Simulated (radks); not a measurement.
Results of a calculation; reference values are marked as such.
Au2+, 77 electrons, occupied as [Xe] 4f14 5d9 (the NIST ground configuration). Level of theory: Dirac Kohn-Sham, BLYP, spin-unpolarised, spherical densities, finite nucleus; open shells are shared between the two j in proportion to 2j + 1; Fermi nuclear charge, rms radius 5.4371 fm (a radial shooting solver on a logarithmic mesh with Libxc functionals).

Normalised radial functions P(r) = r R(r) (large component), r in bohr:

```
   r/bohr * 5d3/2, o 5d5/2 (the largest magnitude, 0.907, reaches the edge; | marks zero, & curves that meet)
 0.001298                             &
 0.001732                             &
 0.002309                             &
  0.00308                             &
 0.004076                             &
 0.005436                             &
  0.00725                             &
  0.00967                             &
  0.01279                             &
  0.01707                             &
  0.02276                             |&
  0.03036                             | &
  0.04017                             |  &
  0.05357                             |    &
  0.07145                             |      &
   0.0953                             |       o*
   0.1261                             |       &
   0.1682                             |  *o
   0.2243                        *o   |
   0.2992                 *o          |
   0.3958                 &           |
    0.528                          o* |
   0.7042                             |          o *
   0.9392                             |                      o*
    1.243                             |                          &
    1.657                             |                     *o
    2.211                             |             *o
    2.948                             |      &
    3.901                             | *o
    5.203                             |&
```

5d3/2: eigenvalue -28.253 eV, 2 radial nodes at r = 0.190, 0.552 bohr, <r> = 1.47 bohr, 90 % of the charge inside 2.26 bohr. 5d5/2: eigenvalue -26.550 eV, 2 radial nodes at r = 0.195, 0.566 bohr, <r> = 1.53 bohr, 90 % of the charge inside 2.35 bohr.
